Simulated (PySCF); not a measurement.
Bonds (- single, = double, # triple, : aromatic): B1-C2 1.544 Å, C2=C3 1.324 Å, C2-Cl4 1.786 Å. B1 carries H5, H6; C3 carries H7, H8. H7 is cis to B1; H8 is trans to B1.

Geometry: PBE0-D3(BJ)/def2-SVP; GIAO shifts from PySCF 2.14.0 with density-fitted response routines, gas phase, non-relativistic, averaged over equivalent atoms.

At PBE0/def2-TZVP (154 basis functions, 10 s wall time on 1 thread of an Arm Neoverse V1, shared host):
```json
{"atoms": "B1", "δ (ppm)": "40.2"}
{"atoms": "C2", "δ (ppm)": "158.9"}
{"atoms": "C3", "δ (ppm)": "115.2"}
{"atoms": "Cl4", "δ (ppm)": "113.9"}
{"atoms": "H8", "δ (ppm)": "5.76"}
{"atoms": "H5/H6", "δ (ppm)": "5.70"}
{"atoms": "H7", "δ (ppm)": "5.65"}
```

Shifts are taken against calculated references (same method and geometry level): $^{11}$B (σ = 102.62 ppm) vs BF3·OEt2; $^{13}$C (σ = 186.65 ppm) and $^{1}$H (σ = 31.48 ppm) vs TMS; HCl for $^{35}$Cl (σ = 932.72 ppm).

Q: Predict the values at LC-wPBE/pcSseg-2 on the same geometry.

A: 
| atoms | δ at LC-wPBE/pcSseg-2 | change |
| --- | --- | --- |
| B1 | 47.4 | +7.2 |
| C2 | 165.1 | +6.2 |
| C3 | 125.8 | +10.6 |
| Cl4 | 92.6 | -21.3 |
| H8 | 5.96 | +0.20 |
| H5/H6 | 5.69 | -0.01 |
| H7 | 5.78 | +0.13 |

Referencing at the same level of theory: $^{11}$B (98.95 ppm) against BF3·OEt2; $^{13}$C (188.30 ppm) and $^{1}$H (31.32 ppm) against TMS; $^{35}$Cl (944.79 ppm) vs HCl.

The largest change is at Cl4 (chlorine bonded to C). Cost: 207 basis functions, 24 s wall time on 1 thread of an Arm Neoverse V1, shared host.

A carbon bonded to boron is broadened by the quadrupolar boron nucleus and is often missing from a measured spectrum. Carbons that carry Cl, above all several Cl atoms, come out too deshielded, partly because spin–orbit coupling is missing.
